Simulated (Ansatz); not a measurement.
The molecule CdIn, multiplicity 2 (lowest of 2S+1 = 2, 4 at PBE0/def2-TZVPP; our sources give no spin for the ground state, which may be another). No spin–orbit coupling.

Seven points along R, fitted to fifth degree in 1/R; most abundant isotopes. In def2 and cc sets the state is the lowest found near the PBE0 minimum, followed along R.

Correlated levels freeze the inner cores; with def2 sets outer-core shells near the valence are correlated too.

Programs: Ansatz (Gaussian basis) for Hartree–Fock, density functionals and correlated methods.  In def2 rows elements past Kr take small-core potentials, without spin–orbit coupling.

```json
[
 {"level": "r2SCAN/def2-TZVPP", "r_e (Å)": "2.936", "ω_e (cm⁻¹)": "…", "ω_e x_e (cm⁻¹)": "0.70", "dipole (D)": "0.46"},
 {"level": "B3LYP/def2-TZVPP", "r_e (Å)": "3.113", "ω_e (cm⁻¹)": "70", "ω_e x_e (cm⁻¹)": "0.72", "dipole (D)": "0.38"},
 {"level": "PBE0/def2-TZVPP", "r_e (Å)": "3.032", "ω_e (cm⁻¹)": "82", "ω_e x_e (cm⁻¹)": "0.66", "dipole (D)": "0.59"},
 {"level": "BHLYP/def2-TZVPP", "r_e (Å)": "3.183", "ω_e (cm⁻¹)": "60", "ω_e x_e (cm⁻¹)": "0.76", "dipole (D)": "0.62"},
 {"level": "CAM-B3LYP/def2-TZVPP", "r_e (Å)": "3.124", "ω_e (cm⁻¹)": "64", "ω_e x_e (cm⁻¹)": "0.78", "dipole (D)": "0.55"},
 {"level": "wB97X-V/def2-TZVPP", "r_e (Å)": "3.143", "ω_e (cm⁻¹)": "63", "ω_e x_e (cm⁻¹)": "0.68", "dipole (D)": "0.74"},
 {"level": "wB97M-V/def2-TZVPP", "r_e (Å)": "3.123", "ω_e (cm⁻¹)": "66", "ω_e x_e (cm⁻¹)": "0.65", "dipole (D)": "0.72"},
 {"level": "B2PLYP/def2-TZVPP", "r_e (Å)": "…", "ω_e (cm⁻¹)": "…", "ω_e x_e (cm⁻¹)": "0.76", "dipole (D)": "-"}
]
```

Task: Fill in the missing entries.

Result: 
- B2PLYP/def2-TZVPP, r_e (Å): 3.080
- B2PLYP/def2-TZVPP, ω_e (cm⁻¹): 71
- r2SCAN/def2-TZVPP, ω_e (cm⁻¹): 96

Ansatz is a quantum-chemistry and plane-wave program.
